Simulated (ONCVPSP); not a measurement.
## N (Z = 7): excitation energies, all-electron against ONCV

N, optimised norm-conserving Vanderbilt (ONCV), made with ONCVPSP 4.0.1 (LDA (Perdew-Zunger), fully relativistic). Core [He], reference 2s2 2p3. Waves: 2s: rc 1.05 bohr, ncon 3, nbas 7, qcut 6.6 1/bohr, 1 projector; 2p: rc 1.25 bohr, ncon 4, nbas 7, qcut 7 1/bohr, 2 projectors, debl 3 Ha; d scattering state at 0.18 Ha: rc 1.15 bohr, ncon 4, nbas 9, qcut 8 1/bohr, 2 projectors, debl 0.5 Ha. Local part: polynomial inside 1.00 bohr (lpopt 3, dvloc0 2 Ha). Core correction: Teter function fitted to the true core (icmod 2), fcfact 0.15.

Open shells are filled in proportion to 2j + 1.

Energies are relative to the spin-unpolarised reference configuration 2s2 2p3; without spin polarisation the order of configurations can differ from experiment.

```csv
valence configuration,charge,ΔE all-electron (eV),error AE − PS (meV)
2s2 2p1,+2,42.702,+128
2s1 2p3,+1,25.184,-2.3
```

(1) What are ΔE and the potential's error for 2s2 2p0?

(2) What are ΔE and the potential's error for 2s2 2p2?

Levels in the configuration 2s1 2p3:

```tsv
level	all-electron (eV)	pseudo (eV)
2s j=1/2	-32.361	-32.372
2p j=3/2	-20.881	-20.896
2p j=1/2	-20.905	-20.920
```

Answers

(1) ΔE = 89.866 eV all-electron; the error (AE − PS) is +539 meV.

(2) ΔE = 13.732 eV all-electron; the error (AE − PS) is +15 meV.
